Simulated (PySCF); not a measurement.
Lowest empty level (eV) of eight silicon and germanium compounds: PBE beside ωB97X, computed with PySCF for isolated molecules in the bases named; differences from unrounded values. The eight are the first of their class met in an unordered collection, after screening for sound electronic states; none was chosen by its value. Each molecule has one DFT geometry for both levels.

```json
[
 {"molecule": "methyl(silyloxy)silane (CH8OSi2), SMILES C[SiH2]O[SiH3]", "basis": "def2-TZVP", "ωB97X": "2.04"},
 {"molecule": "Cl2H4SSi2, SMILES Cl[SiH2]S[SiH2]Cl", "basis": "def2-TZVP", "ωB97X": "1.45"},
 {"molecule": "Si(H)(Cl)(Br)(NH2) (BrClH3NSi), SMILES N[SiH](Cl)Br", "basis": "def2-TZVP", "ωB97X": "2.12"},
 {"molecule": "C3H12OSi2, SMILES C[SiH2][C@H]([SiH3])CO", "basis": "def2-TZVP", "ωB97X": "2.42"},
 {"molecule": "Si(H)2(Cl)(NMe2) (C2H8ClNSi), SMILES [SiH2](N(C)C)Cl", "basis": "def2-TZVP", "ωB97X": "2.63"},
 {"molecule": "C3H10OSi2, SMILES C[Si](C)([SiH3])C=O", "basis": "def2-TZVP", "ωB97X": "0.67"},
 {"molecule": "1-chloroethenyl(methyl)silane (C3H7ClSi), SMILES ClC(=C)[SiH2]C", "basis": "def2-TZVP", "ωB97X": "1.46"},
 {"molecule": "C3H8ClNSi, SMILES C/N=C/[Si@@H](C)Cl", "basis": "def2-TZVP", "ωB97X": "1.17"}
]
```

Problem. Estimate the PBE values and say how PBE differs from ωB97X over the set. (An estimate is asked for; the answer gives what the named calculation found.)

Solution. 
```tsv
molecule	PBE	difference
methyl(silyloxy)silane (CH8OSi2), SMILES C[SiH2]O[SiH3]	-0.82	-2.86
Cl2H4SSi2, SMILES Cl[SiH2]S[SiH2]Cl	-1.49	-2.94
Si(H)(Cl)(Br)(NH2) (BrClH3NSi), SMILES N[SiH](Cl)Br	-0.97	-3.09
C3H12OSi2, SMILES C[SiH2][C@H]([SiH3])CO	-0.30	-2.72
Si(H)2(Cl)(NMe2) (C2H8ClNSi), SMILES [SiH2](N(C)C)Cl	-0.18	-2.81
C3H10OSi2, SMILES C[Si](C)([SiH3])C=O	-2.64	-3.30
1-chloroethenyl(methyl)silane (C3H7ClSi), SMILES ClC(=C)[SiH2]C	-1.66	-3.12
C3H8ClNSi, SMILES C/N=C/[Si@@H](C)Cl	-2.09	-3.26
```
PBE lies below ωB97X in 8 and above it in 0 of the eight; the mean signed difference is -3.01 and the largest -3.30 eV.
